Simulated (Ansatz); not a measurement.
Reactions of C$_{2}$H$_{6}$Cl$_{2}$Si, SMILES `CC(Cl)[SiH2]Cl`.

Calculated with Ansatz (gas phase, PBE0-D4/def2-TZVP geometries, no zero-point term in ΔE). CCSD(T)/CBS adds triple-zeta CCSD(T) − MP2 to the extrapolated MP2 energy (def2 sets, frozen cores). This one scheme is used for every species. DFT in def2-TZVPP. Elements past krypton have def2 core potentials. For Te outer-core shells are correlated without core-valence functions, which leaves a few kJ/mol of doubt a bond. One conformer a species, not always the lowest.

```
                                                         reaction  PBE-D4 (eV)
`CC(Cl)[SiH2]Cl` + `OC(=S)[TeH]` → `COC(=S)[TeH]` + `ClC[SiH2]Cl`         0.44
                      `CC(Cl)[SiH2]Cl` + H₂ → `ClC[SiH2]Cl` + CH₄        -0.59
      `CC(Cl)[SiH2]Cl` + `CC(C)BN` → `NB[SiH2]Cl` + `CC(C)C(C)Cl`         0.28
                               `CC(Cl)[SiH2]Cl` → `CC[SiH](Cl)Cl`        -1.64
      `CC(Cl)[SiH2]Cl` + `C[SiH2]O` → `C[SiH2]O[SiH2]Cl` + `CCCl`        -1.18
                         `CC(Cl)[SiH2]Cl` → `CC(Cl)Cl` + `[SiH2]`         4.01
                  `CC(Cl)[SiH2]Cl` + H₂O → `OC(Cl)[SiH2]Cl` + CH₄         0.32
                  `CC(Cl)[SiH2]Cl` + `BN` → `BN[SiH2]Cl` + `CCCl`        -0.45
```

(1) Give the CCSD(T)/CBS values in the same order. (Best estimate.)

Largest T1 diagnostic: 0.016, for `OC(=S)[TeH]`.

Results:

(1) The calculation gave: 0.48, -0.61, 0.29, -1.69, -1.33, 4.05, 0.52, -0.56 eV.
